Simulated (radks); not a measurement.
Tb+, configuration [Xe] 4f9 5f1 (not the ground configuration). Method: Dirac Kohn-Sham, BLYP, spin-unpolarised, spherical densities, point nucleus; open shells are shared between the two j in proportion to 2j + 1; computed with a radial shooting solver on a logarithmic mesh with Libxc functionals. Some entries of the table are withheld. Estimate them.

orbital      occ.  eigenvalue (eV)  r(max) (bohr)
1s1/2           2              (1)        0.01364
2s1/2           2        -8594.493        0.07766
2p1/2           2        -8167.733        0.05858
2p3/2           4        -7420.828        0.06451
3s1/2           2              (2)         0.2200
3p1/2           2        -1728.317         0.2073
3p3/2           4        -1574.146         0.2198
3d3/2           4        -1254.723         0.1743
3d5/2           6        -1221.084         0.1778
4s1/2           2        -386.9860         0.5050
4p1/2           2        -314.3566         0.5088
4p3/2           4        -280.0057         0.5354
4d3/2           4        -160.4668         0.5419
4d5/2           6        -154.2654         0.5506
5s1/2           2         -57.6998          1.182
5p1/2           2         -38.1631            (3)
5p3/2           4         -33.7421            (4)
4f5/2     3.85714         -13.6363         0.5525
4f7/2     5.14286         -12.8484         0.5578
5f5/2    0.428571          -2.3465          7.722
5f7/2    0.571429          -2.3443          7.730

Answer. 
(1) 1s1/2 eigenvalue (eV): -51822.29
(2) 3s1/2 eigenvalue (eV): -1913.789
(3) 5p1/2 r(max) (bohr): 1.292
(4) 5p3/2 r(max) (bohr): 1.374
